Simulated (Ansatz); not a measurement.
Born–Oppenheimer molecular dynamics of C2H9NSSi (14 atoms, charge 0, multiplicity 1). It starts at the highest image of a converged band. Of that band: Neighbouring images differ by up to 1.4 eV, so the band resolves the path poorly. A vibrational analysis at the climbing image gives one clearly imaginary mode, 848i cm⁻¹: a first-order saddle point.

Theory: RKS B3LYP/cc-pVDZ (Ansatz).

- ensemble: NVE (velocity Verlet)
- time step: 0.5 fs
- steps asked: 200
- starting velocities drawn for: 100 K
- seed: 9695

Frames 5 fs apart, positions in Å, forces in eV/Å.

Velocities at 0.0 fs (Å/ps):

```
C 1.85 -1.22 3.11
S -0.14 -0.16 -1.43
Si 1.48 -0.89 2.36
C -4.86 0.40 -0.26
N -0.38 2.19 -4.74
H -8.93 -0.27 6.43
H 6.89 8.30 -7.79
H 0.96 3.69 -1.32
H -2.69 -9.05 12.15
H 12.78 1.46 -9.65
H -14.09 8.25 8.70
H 9.02 -3.27 -15.72
H -6.09 1.67 3.15
H 6.51 -1.32 15.47
```

```xyz
14
Properties=species:S:1:pos:R:3:forces:R:3 time_fs=0.0 energy_less_start_eV=0.000 T=100
C -1.821 1.583 0.112 -0.01 -0.01 0.01
S -0.018 1.902 -0.018 0.01 0.01 0.01
Si 0.664 -0.554 -0.809 -0.01 0.02 -0.03
C -0.046 -1.511 0.667 0.01 -0.01 0.00
N 2.386 -0.662 -0.674 -0.01 -0.01 0.03
H -2.089 1.315 1.145 0.00 0.00 -0.01
H -2.113 0.754 -0.558 0.00 0.00 0.00
H -2.377 2.482 -0.188 0.00 0.01 0.00
H 0.111 0.843 -1.387 0.01 -0.02 0.00
H 0.043 -2.595 0.478 0.00 0.01 0.00
H 0.498 -1.267 1.595 0.00 0.00 0.00
H -1.111 -1.278 0.813 -0.01 0.00 0.00
H 2.860 -0.801 0.216 0.02 0.00 -0.01
H 3.000 -0.240 -1.363 0.00 0.01 -0.01
14
Properties=species:S:1:pos:R:3:forces:R:3 time_fs=5.0 energy_less_start_eV=0.055 T=65
C -1.813 1.579 0.128 -0.20 0.23 -0.32
S -0.019 1.902 -0.024 0.11 0.15 0.32
Si 0.671 -0.559 -0.798 -0.27 0.01 -0.19
C -0.063 -1.510 0.666 0.30 0.13 -0.10
N 2.384 -0.654 -0.693 0.62 0.01 0.20
H -2.123 1.314 1.153 0.15 -0.10 -0.11
H -2.085 0.785 -0.592 -0.11 -0.11 0.19
H -2.361 2.484 -0.185 0.03 -0.04 0.09
H 0.093 0.804 -1.341 -0.08 0.15 -0.31
H 0.099 -2.579 0.442 -0.18 -0.02 0.23
H 0.420 -1.235 1.620 0.01 -0.12 -0.07
H -1.136 -1.288 0.742 -0.05 -0.16 0.00
H 2.822 -0.793 0.215 0.07 -0.06 0.08
H 3.056 -0.222 -1.331 -0.41 -0.08 0.00
14
Properties=species:S:1:pos:R:3:forces:R:3 time_fs=10.0 energy_less_start_eV=0.073 T=53
C -1.809 1.579 0.138 -0.08 0.04 -0.47
S -0.018 1.902 -0.029 0.18 0.08 0.32
Si 0.676 -0.563 -0.788 -0.46 0.44 -0.45
C -0.075 -1.507 0.662 -0.17 0.02 -0.18
N 2.390 -0.646 -0.705 0.04 -0.43 0.99
H -2.126 1.290 1.146 0.14 -0.08 0.15
H -2.082 0.791 -0.587 -0.13 -0.11 0.11
H -2.344 2.485 -0.166 -0.14 0.14 0.04
H 0.063 0.793 -1.361 0.08 -0.08 -0.21
H 0.118 -2.572 0.455 -0.13 -0.12 0.20
H 0.347 -1.226 1.637 0.07 -0.02 0.07
H -1.171 -1.329 0.675 0.33 -0.14 0.04
H 2.799 -0.795 0.221 0.14 0.02 -0.18
H 3.049 -0.205 -1.323 0.13 0.24 -0.41
14
Properties=species:S:1:pos:R:3:forces:R:3 time_fs=15.0 energy_less_start_eV=0.047 T=70
C -1.808 1.580 0.139 -0.30 -0.01 0.02
S -0.017 1.903 -0.031 0.19 -0.10 0.17
Si 0.677 -0.563 -0.782 -0.32 0.88 -0.35
C -0.087 -1.504 0.655 0.36 -0.57 0.13
N 2.399 -0.644 -0.706 0.15 0.09 -0.27
H -2.094 1.256 1.159 0.16 0.19 -0.14
H -2.109 0.775 -0.556 -0.05 0.07 -0.06
H -2.352 2.503 -0.134 0.00 -0.23 0.10
H 0.051 0.759 -1.429 0.21 -0.41 -0.08
H 0.108 -2.585 0.512 0.05 0.07 0.02
H 0.287 -1.222 1.658 -0.04 0.10 -0.19
H -1.170 -1.395 0.615 -0.36 0.18 0.11
H 2.817 -0.796 0.204 0.36 0.04 0.10
H 3.025 -0.163 -1.366 -0.41 -0.28 0.42
14
Properties=species:S:1:pos:R:3:forces:R:3 time_fs=20.0 energy_less_start_eV=-0.056 T=136
C -1.810 1.580 0.140 0.14 -0.34 0.00
S -0.014 1.903 -0.032 0.22 -0.29 0.10
Si 0.676 -0.556 -0.778 0.22 1.03 0.73
C -0.095 -1.512 0.650 -0.91 -0.48 -0.21
N 2.407 -0.643 -0.705 -0.56 -0.51 0.56
H -2.031 1.255 1.160 -0.12 0.02 0.26
H -2.149 0.772 -0.537 0.03 0.12 -0.11
H -2.370 2.490 -0.084 -0.13 0.18 -0.09
H 0.083 0.633 -1.528 -0.02 -0.46 -0.53
H 0.109 -2.592 0.574 0.14 -0.07 -0.13
H 0.225 -1.191 1.650 0.11 0.28 0.00
H -1.210 -1.427 0.582 0.57 0.11 0.12
H 2.899 -0.784 0.183 -0.14 0.08 -0.28
H 2.962 -0.143 -1.372 0.44 0.34 -0.43
14
Properties=species:S:1:pos:R:3:forces:R:3 time_fs=25.0 energy_less_start_eV=-0.431 T=379
C -1.812 1.575 0.142 -0.11 0.15 0.53
S -0.009 1.901 -0.032 0.34 -0.83 -0.04
Si 0.676 -0.540 -0.767 0.39 2.01 2.03
C -0.115 -1.529 0.641 0.47 -0.24 -0.19
N 2.410 -0.647 -0.702 -0.04 0.33 -1.36
H -1.991 1.264 1.192 -0.21 -0.02 -0.32
H -2.184 0.792 -0.542 0.04 -0.02 -0.04
H -2.403 2.495 -0.047 0.28 -0.19 -0.02
H 0.110 0.393 -1.757 -0.12 -0.85 -0.97
H 0.139 -2.605 0.611 0.01 0.11 -0.04
H 0.186 -1.107 1.622 0.13 0.00 -0.36
H -1.189 -1.432 0.573 -0.73 0.01 -0.03
H 2.969 -0.759 0.133 -0.13 -0.08 0.32
H 2.936 -0.100 -1.405 -0.32 -0.38 0.48
14
Properties=species:S:1:pos:R:3:forces:R:3 time_fs=30.0 energy_less_start_eV=-1.263 T=914
C -1.814 1.571 0.152 0.15 -0.15 -0.07
S -0.002 1.892 -0.033 0.40 -1.68 -0.39
Si 0.679 -0.506 -0.742 -0.72 3.16 0.33
C -0.133 -1.550 0.627 -0.73 0.50 -0.81
N 2.410 -0.649 -0.715 -0.44 -0.49 0.01
H -2.001 1.263 1.182 -0.23 -0.25 0.22
H -2.205 0.813 -0.553 0.14 0.03 0.08
H -2.389 2.484 -0.020 0.04 0.36 -0.12
H 0.132 -0.062 -2.160 0.55 -1.33 1.00
H 0.174 -2.604 0.639 -0.05 -0.07 0.03
H 0.178 -1.016 1.535 0.10 -0.15 0.20
H -1.251 -1.441 0.563 0.76 -0.27 0.03
H 2.987 -0.747 0.122 -0.40 -0.02 -0.05
H 2.891 -0.092 -1.395 0.43 0.36 -0.48
14
Properties=species:S:1:pos:R:3:forces:R:3 time_fs=35.0 energy_less_start_eV=-1.477 T=1052
C -1.815 1.566 0.164 -0.14 0.31 0.37
S 0.009 1.871 -0.036 0.22 -2.07 -0.68
Si 0.676 -0.448 -0.714 -1.02 0.67 -1.67
C -0.157 -1.562 0.600 1.46 0.92 -0.03
N 2.404 -0.655 -0.733 -0.02 0.32 -0.55
H -2.056 1.217 1.191 0.12 0.10 -0.29
H -2.200 0.835 -0.556 0.03 -0.07 -0.15
H -2.349 2.523 -0.013 0.23 -0.23 0.06
H 0.264 -0.777 -2.343 0.34 0.66 2.26
H 0.196 -2.605 0.669 -0.01 0.18 -0.17
H 0.186 -0.972 1.478 -0.29 -0.52 0.26
H -1.228 -1.500 0.556 -0.87 -0.03 -0.05
H 2.936 -0.737 0.127 0.06 0.16 0.15
H 2.895 -0.060 -1.421 -0.13 -0.41 0.48
14
Properties=species:S:1:pos:R:3:forces:R:3 time_fs=40.0 energy_less_start_eV=-1.172 T=855
C -1.816 1.565 0.180 0.33 -0.25 -0.61
S 0.020 1.835 -0.045 0.10 -1.91 -0.70
Si 0.665 -0.384 -0.698 -0.48 -1.72 -1.14
C -0.163 -1.556 0.571 -0.35 1.11 0.62
N 2.397 -0.659 -0.755 -0.11 0.00 1.10
H -2.091 1.183 1.165 0.15 0.01 0.33
H -2.184 0.854 -0.581 -0.01 0.21 0.07
H -2.274 2.539 0.000 -0.21 0.20 0.03
H 0.465 -1.347 -2.041 -0.55 2.06 0.73
H 0.221 -2.581 0.657 0.12 -0.06 -0.47
H 0.134 -1.034 1.495 -0.34 -0.22 0.55
H -1.292 -1.573 0.538 0.93 0.08 -0.10
H 2.883 -0.689 0.145 0.09 0.27 -0.11
H 2.911 -0.072 -1.395 0.33 0.21 -0.30
14
Properties=species:S:1:pos:R:3:forces:R:3 time_fs=45.0 energy_less_start_eV=-0.709 T=557
C -1.813 1.562 0.187 0.35 0.33 -0.10
S 0.033 1.785 -0.058 -0.03 -1.22 -0.70
Si 0.650 -0.332 -0.691 0.20 -1.32 1.22
C -0.167 -1.528 0.557 1.22 0.71 2.28
N 2.390 -0.660 -0.763 0.82 0.98 0.97
H -2.086 1.161 1.181 0.23 0.14 -0.20
H -2.177 0.905 -0.604 -0.26 -0.11 -0.08
H -2.232 2.573 0.027 -0.05 -0.26 0.17
H 0.539 -1.482 -1.601 -1.26 0.77 -2.40
H 0.268 -2.550 0.539 0.02 0.33 -0.40
H 0.005 -1.162 1.609 -0.14 -0.25 -0.35
H -1.238 -1.630 0.488 -0.83 0.05 -0.45
H 2.855 -0.580 0.150 0.10 0.14 -0.04
H 2.962 -0.077 -1.395 -0.37 -0.29 0.06
14
Properties=species:S:1:pos:R:3:forces:R:3 time_fs=50.0 energy_less_start_eV=-1.233 T=894
C -1.802 1.563 0.189 0.40 -0.15 -0.63
S 0.045 1.726 -0.077 -0.14 0.07 -0.59
Si 0.636 -0.293 -0.675 0.45 -2.13 1.08
C -0.157 -1.487 0.583 -0.97 -0.49 0.41
N 2.393 -0.647 -0.753 -0.10 0.81 1.01
H -2.035 1.160 1.178 0.02 -0.18 0.11
H -2.220 0.947 -0.626 -0.06 0.05 0.33
H -2.208 2.573 0.088 -0.02 0.19 0.05
H 0.335 -1.393 -1.647 -0.72 1.17 -1.57
H 0.324 -2.458 0.337 -0.03 0.13 0.24
H -0.152 -1.336 1.675 0.35 0.17 0.02
H -1.259 -1.663 0.348 0.95 0.36 -0.08
H 2.849 -0.443 0.145 0.02 -0.07 0.03
H 2.960 -0.119 -1.416 -0.14 0.05 -0.40
14
Properties=species:S:1:pos:R:3:forces:R:3 time_fs=55.0 energy_less_start_eV=-1.495 T=1064
C -1.783 1.563 0.183 0.22 0.08 0.36
S 0.056 1.668 -0.100 -0.27 1.79 -0.22
Si 0.625 -0.272 -0.651 -0.22 -2.83 -0.83
C -0.159 -1.454 0.617 0.39 -0.87 -1.21
N 2.396 -0.619 -0.728 -0.72 0.80 0.06
H -1.974 1.130 1.180 -0.02 -0.04 -0.19
H -2.285 0.986 -0.598 -0.03 -0.17 -0.14
H -2.181 2.594 0.163 0.24 -0.13 -0.03
H -0.017 -1.040 -2.025 0.88 1.44 1.51
H 0.372 -2.338 0.193 -0.03 -0.33 0.82
H -0.232 -1.476 1.720 0.45 0.37 -0.34
H -1.147 -1.625 0.185 -0.66 0.10 0.18
H 2.851 -0.315 0.143 0.04 -0.09 -0.15
H 2.910 -0.165 -1.496 -0.25 -0.13 0.20
```

Of the whole run (100 fs, mean temperature of the second half 846 K): The conserved energy stayed within 0.091 meV per atom of its start (net change 0.06 meV per atom), so the integration is sound. The kinetic energy rose, since the run started high on the potential surface and went downhill. A run of 0.1 ps of so small a system gives no equilibrium averages. The orbitals stay closed-shell, which can raise the energy where a bond breaks towards radicals; this wasn't checked here.

Time of the run: 6.4 min on 2 threads of AMD EPYC 9R45 96-Core Processor (Zen 5), with other jobs on the host, peak memory 0.32 GiB.
